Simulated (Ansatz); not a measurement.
Two isomers of CH6FNOSi: A = `OCN[SiH2]F`, B = `N[SiH2]C(O)F`.

Isolated molecules relaxed with PBE0-D4/def2-TZVP in Ansatz; ΔE leaves out vibrations. CBS: MP2 limit from def2 TZ/QZ plus the TZ coupled-cluster correction, frozen cores. Functionals use def2-TZVPP. B3LYP here is the variant with VWN-RPA as its local correlation; programs differ in this. One conformer a species, not always the lowest.

(1) Which is lower in electronic energy at CCSD(T)/CBS, and by how much? (Best estimate.)

(2) Give E(B) − E(A) in kcal/mol with CCSD/def2-TZVPP, CCSD(T)/def2-TZVPP, PBE0-D4, B3LYP, r2SCAN-D4, PBE-D4, MP2/def2-TZVPP. (Best estimate.)

Largest T1 diagnostic: 0.012.

Results:

(1) Ansatz gave: A, by 42.7 kcal/mol.

(2) Ansatz gave: CCSD/def2-TZVPP 43.2, CCSD(T)/def2-TZVPP 42.4, PBE0-D4 39.4, B3LYP 40.9, r2SCAN-D4 39.8, PBE-D4 37.0, MP2/def2-TZVPP 44.3. None reverses the order clearly.

From PBE to PBE0 (25 % exact exchange), in def2-TZVPP and without D4, E(B) − E(A) moves by +2.4 kcal/mol. In def2-TZVPP, CCSD(T) changes the Hartree–Fock value by −3.8 kcal/mol (the triples alone add −0.8 kcal/mol) and MP2 by −1.9 kcal/mol.
